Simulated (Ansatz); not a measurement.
`C[O][Au-][OH2+]`. Total charge 0; spin multiplicity 1. Au takes the def2 core potential.

```xyz
9

C     2.035   -0.226   -0.121
O     1.135    0.674    0.456
Au   -0.751    0.304    0.193
O    -2.846   -0.009   -0.034
H     3.048    0.124    0.121
H     1.941   -1.250    0.268
H     1.960   -0.277   -1.217
H    -3.271   -0.076    0.828
H    -3.250    0.737   -0.492
```

What are the harmonic wavenumbers in cm⁻¹ at PBE0-D4/def2-TZVP (Ansatz, finite differences of forces, unscaled)? (An estimate is asked.)

Ansatz gave: 69, 118, 135, 199, 269, 367, 524, 574, 654, 1111, 1165, 1191, 1464, 1476, 1496, 1619, 2966, 3012, 3038, 3800, 3897.

Is this a minimum?

Yes, all 21 modes are real.

Give the ideal-gas thermochemistry at 298.15 K and 1 bar (rigid rotor, harmonic oscillator; point group Cs, symmetry number 1).

Zero-point energy 174.3 kJ/mol; H(298) − E = 195.1 kJ/mol; entropy 353.8 J/(mol·K), of which translation 177.5, rotation 106.4, vibration 69.8; G(298) − E = 89.6 kJ/mol. Modes under 100 cm⁻¹ are hindered rotations or soft bends, so the harmonic entropy is rough.

And at 400, 500, 600, 800 and 1000 K?


| T (K) | H − E (kJ/mol) | S (J/mol/K) | G − E (kJ/mol) |
| --- | --- | --- | --- |
| 400 | 205.6 | 384.0 | 52.0 |
| 500 | 217.1 | 409.7 | 12.2 |
| 600 | 229.7 | 432.6 | -29.9 |
| 800 | 257.3 | 472.3 | -120.5 |
| 1000 | 287.7 | 506.1 | -218.4 |
